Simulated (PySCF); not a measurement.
Orbital levels and atomic charges

System: C9H20BF4N (ionic-liquid pair), SMILES CCCC[N+]1(C)CCCC1.F[B-](F)(F)F.

Cartesian coordinates (Å):
```
  1 C     4.086   -1.250   -0.267
  2 C     2.831   -0.600   -0.834
  3 C     1.647   -0.749    0.123
  4 C     0.438   -0.011   -0.442
  5 N    -0.834   -0.196    0.309
  6 C    -0.693    0.327    1.679
  7 C    -1.948    0.534   -0.393
  8 C    -2.925   -0.525   -0.882
  9 C    -2.753   -1.633    0.149
 10 C    -1.243   -1.631    0.339
 11 F    -0.027    4.873   -0.128
 12 B    -0.214    3.538   -0.016
 13 F    -0.304    2.917   -1.268
 14 F    -1.385    3.228    0.683
 15 F     0.837    2.915    0.666
 16 H     3.929   -2.313   -0.092
 17 H     4.917   -1.137   -0.957
 18 H     4.362   -0.785    0.676
 19 H     3.016    0.462   -1.001
 20 H     2.588   -1.053   -1.797
 21 H     1.436   -1.813    0.266
 22 H     1.938   -0.320    1.081
 23 H     0.258   -0.338   -1.469
 24 H     0.661    1.055   -0.459
 25 H    -0.439    1.385    1.637
 26 H     0.093   -0.204    2.209
 27 H    -1.631    0.210    2.217
 28 H    -1.548    1.154   -1.192
 29 H    -2.424    1.208    0.318
 30 H    -3.940   -0.139   -0.928
 31 H    -2.652   -0.886   -1.875
 32 H    -3.118   -2.598   -0.194
 33 H    -3.267   -1.379    1.076
 34 H    -0.919   -2.101    1.266
 35 H    -0.775   -2.143   -0.503
```

Method: wB97X-D/6-31G*, gas phase, PySCF, fitting set def2-universal-JFIT up to Ne and JKFIT beyond, grid level 1.

(1) Give the orbital energies near the gap.

(2) Give the partial charges of the non-hydrogen atoms.

Results:

(1) 
| orbital | eV |
| --- | --- |
| HOMO-4 | -10.77 |
| HOMO-3 | -10.77 |
| HOMO-2 | -9.98 |
| HOMO-1 | -9.93 |
| HOMO | -9.89 |
| LUMO | 3.02 |
| LUMO+1 | 3.53 |
| LUMO+2 | 4.00 |
| LUMO+3 | 4.21 |

(2) 
```tsv
atom	Mulliken	IAO	Hirshfeld
C1	-0.50	-0.41	-0.10
C2	-0.31	-0.24	-0.04
C3	-0.34	-0.25	-0.05
C4	-0.23	-0.16	0.01
N5	-0.36	0.07	0.11
C6	-0.43	-0.31	-0.03
C7	-0.22	-0.17	0.01
C8	-0.35	-0.26	-0.05
C9	-0.35	-0.26	-0.05
C10	-0.19	-0.16	0.01
F11	-0.36	-0.41	-0.23
B12	0.80	0.83	0.19
F13	-0.42	-0.45	-0.23
F14	-0.42	-0.45	-0.24
F15	-0.42	-0.45	-0.23
```
